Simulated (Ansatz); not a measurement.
Bond stretch in GeH, doublet.

Level of theory: Ansatz (a quantum-chemistry and plane-wave program) with full CI/cc-pVTZ, cores with 3d frozen.

Question: Relative to R = 1.60 Å, what are the energies at R = 1.37, 1.43, 1.51, 2.86 Å?

Answer: 19.1 mEh at 1.37 Å, 9.6 mEh at 1.43 Å, 2.5 mEh at 1.51 Å, 84.0 mEh at 2.86 Å.
